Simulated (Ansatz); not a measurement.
```yaml
crystal:
  periodic: [false, false, false]
  atoms:
    - {symbol: C, position_ang: [-0.727473, -2.484416, -0.489767]}
    - {symbol: C, position_ang: [-0.130522, -1.444973, -0.363162]}
    - {symbol: Si, position_ang: [0.720237, 0.142161, -0.153288]}
    - {symbol: C, position_ang: [-0.398743, 1.445425, 0.516148]}
    - {symbol: Cl, position_ang: [1.453793, 0.715255, -1.974371]}
    - {symbol: Cl, position_ang: [2.298754, -0.146043, 1.114821]}
    - {symbol: H, position_ang: [-1.250727, -3.406450, -0.604187]}
    - {symbol: H, position_ang: [-0.785898, 1.139964, 1.490597]}
    - {symbol: H, position_ang: [0.142273, 2.386650, 0.630469]}
    - {symbol: H, position_ang: [-1.238694, 1.601229, -0.164259]}
basis:
  gaussian: {orbitals: ANO-RCC-VTZP}
hamiltonian: {xc: {name: HSE06}}
output: {forces: true}
```

```sh
$ ansatz run in.yaml --threads 4 --pin off --events-out ev --progress --plain --max-ram 10444MiB
```

It prints (some lines left out):

```
Functional definition: HSE06
1980 factors; their error is unknown
126 factors; integrals over basis functions are off by at most 1.1e-6 eV
mean field evaluation 1: about -36172.7877 eV, gradient 6.5e1 eV
mean field evaluation 2: about -36168.4857 eV, gradient 7.2e1 eV
mean field evaluation 4: about -36182.2799 eV, gradient 8.5e0 eV
mean field evaluation 8: about -36182.4465 eV, gradient 3.0e-1 eV
mean field evaluation 16: about -36182.5962 eV, gradient 1.6e-3 eV
mean field -36182.59615254 eV, -1329.6858831615 hartree, gradient 3.9e-5 eV, S^2 0.000000; 0 other end points of the search recorded, 0 dependent functions left out
reference -36182.59621799 eV, -1329.6858855664 hartree; 35, 35 occupied and 213, 213 virtual orbitals, 1980 factors
Total energy: -36182.59621799 eV, -1329.6858855664 hartree
Relativity: scalar
Atom 0 at    -0.727473    -2.484416    -0.489767 Å, force    -0.004787    -0.009505    -0.002419 eV/Å
Atom 1 at    -0.130522    -1.444973    -0.363162 Å, force    -0.036905    -0.070456    -0.009136 eV/Å
Atom 2 at     0.720237     0.142161    -0.153288 Å, force    -0.080603    -0.008372     0.019732 eV/Å
Atom 3 at    -0.398743     1.445425     0.516148 Å, force    -0.039170     0.057910     0.026857 eV/Å
Atom 4 at     1.453793     0.715255    -1.974371 Å, force     0.045141     0.030336    -0.099061 eV/Å
Atom 5 at     2.298754    -0.146043     1.114821 Å, force     0.090297    -0.015759     0.066079 eV/Å
Atom 6 at    -1.250727    -3.406450    -0.604187 Å, force     0.018069     0.027668     0.003419 eV/Å
Atom 7 at    -0.785898     1.139964     1.490597 Å, force     0.007256     0.011816    -0.025263 eV/Å
Atom 8 at     0.142273     2.386650     0.630469 Å, force    -0.019183    -0.022618    -0.001042 eV/Å
Atom 9 at    -1.238694     1.601229    -0.164259 Å, force     0.019884    -0.001019     0.020834 eV/Å
Dipole moment:    -0.456329    -0.045315     0.112092 e Å
```

Run time 14 s (4 threads of an Arm Neoverse V2 on a shared host); peak host memory 1.3 GiB.
